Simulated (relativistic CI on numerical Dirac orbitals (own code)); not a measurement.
Zr³⁺ (4d) in a crystal field

Calculated by Dirac-Coulomb-Breit CI, separate exchange-only KLI orbitals for each configuration, a model potential for QED, valence Slater integrals scaled by 0.85, one configuration in a parametric crystal field (own radial code).

Field parameters in Wybourne normalisation: D3d B²₀ = −7Dσ, B⁴₀ = −14Dq − 21Dτ, B⁴₃ = −14√(10/7) Dq; Oh B⁴₀ = 21Dq, B⁴₄ = √(5/14) B⁴₀. The field is a parameter set, without covalency.

S and J are read from ⟨S²⟩ = S(S + 1) and ⟨J²⟩ = J(J + 1) of each level; they are not fictitious spins.

D3d, 10Dq = 27650, Dσ = -730, Dτ = -180 cm⁻¹, the lowest 5 levels:

| E (cm⁻¹) | Degeneracy | Irrep | S | J |
| --- | --- | --- | --- | --- |
| 0.0 | 2 | Γ5+Γ6 | 0.50 | 1.92 |
| 449 | 2 | Γ4 | 0.50 | 2.28 |
| 3672 | 2 | Γ4 | 0.50 | 2.19 |
| 28351 | 2 | Γ4 | 0.50 | 2.15 |
| 28377 | 2 | Γ5+Γ6 | 0.50 | 2.17 |

Principal g values of the ground doublet: 0.00, 0.00, 0.20.

Oh, 10Dq = 14500 cm⁻¹, the lowest 3 levels:

| E (cm⁻¹) | Degeneracy | Irrep | S | J |
| --- | --- | --- | --- | --- |
| 0.0 | 4 | Γ8 | 0.50 | 1.91 |
| 688 | 2 | Γ7 | 0.50 | 2.50 |
| 14763 | 4 | Γ8 | 0.50 | 2.18 |

The free-ion ground term has S = 1/2. Every field shown keeps that spin.

Levels of this model without a field, named by their leading LS term: 2D_3/2 0, 2D_5/2 1113 cm⁻¹.
